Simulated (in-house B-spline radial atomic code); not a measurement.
Configurations of Ca³⁺, with energies counted from [Ne] 3s2 3p5. All numbers are computed (scalar-relativistic (X2C) wB97X, spin-polarised, spherical fractional occupations, exact exchange averaged over the configuration; Fermi nucleus of rms radius 3.4776 fm) with a radial B-spline atomic code at the basis-set limit, not measured. Shells without spins written out take the highest spin.

Occupations are held fixed; configurations that lie above the ionisation limit could autoionise.

```tsv
configuration	E - E(ref) (eV)	highest orbital	its <r> (bohr)
[Ne] 3s1 3p6	20.837	3p down	1.208
[Ne] 3s2 3p4 4d1	48.917	4d up	3.843
[He] 2s2 2p5 3s2 3p6	323.72	3p down	1.15
```

(1) Order these further configurations by energy, lowest first.
A. [Ne] 3s1 3p5 3d1
B. [Ne] 3s1 3p5 4f1
C. [Ne] 3s2 3p4 4s1
D. [Ne] 3s1 3p5 4s1

## Answers

(1) C (36.804 eV), A (46.799 eV), D (57.354 eV), B (74.04 eV).
